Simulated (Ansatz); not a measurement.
`[NH2][Hf]([NH2])([OH])[OH]` and `[NH2][Hf]([OH])([OH])[OH]` differ in one atom or group.

Ansatz, PBE0-D4/def2-TZVP geometries, multiplicity 1. Each molecule was computed in one conformer, which needn't be the lowest.

Elements past krypton have def2 core potentials.

```csv
property,`[NH2][Hf]([NH2])([OH])[OH]`
HOMO–LUMO gap (PBE0/def2-TZVPP) / eV,6.80
HOMO energy (B3LYP/def2-TZVPP) / eV,-6.48
HOMO energy (ωB97M-V/def2-TZVPP) / eV,-9.08
size of the dipole moment (ωB97M-V/def2-TZVPP) / D,0.12
LUMO energy (PBE/def2-TZVPP) / eV,-0.63
HOMO–LUMO gap (B3LYP/def2-TZVPP) / eV,6.24
```

Question: Give the same properties after the change, and the shifts. (Best estimate.)

Answer: The calculation gave: 
```csv
property,`[NH2][Hf]([OH])([OH])[OH]`,shift
HOMO–LUMO gap (PBE0/def2-TZVPP) / eV,7.04,0.24
HOMO energy (B3LYP/def2-TZVPP) / eV,-6.75,-0.27
HOMO energy (ωB97M-V/def2-TZVPP) / eV,-9.38,-0.30
size of the dipole moment (ωB97M-V/def2-TZVPP) / D,0.54,0.42
LUMO energy (PBE/def2-TZVPP) / eV,-0.67,-0.04
HOMO–LUMO gap (B3LYP/def2-TZVPP) / eV,6.46,0.22
```

The zero-point energy changes by -32.4 kJ/mol with -3 modes. Dipoles are sizes alone; their direction can turn.

B3LYP here is the variant with VWN-RPA as its local correlation; programs differ in this.
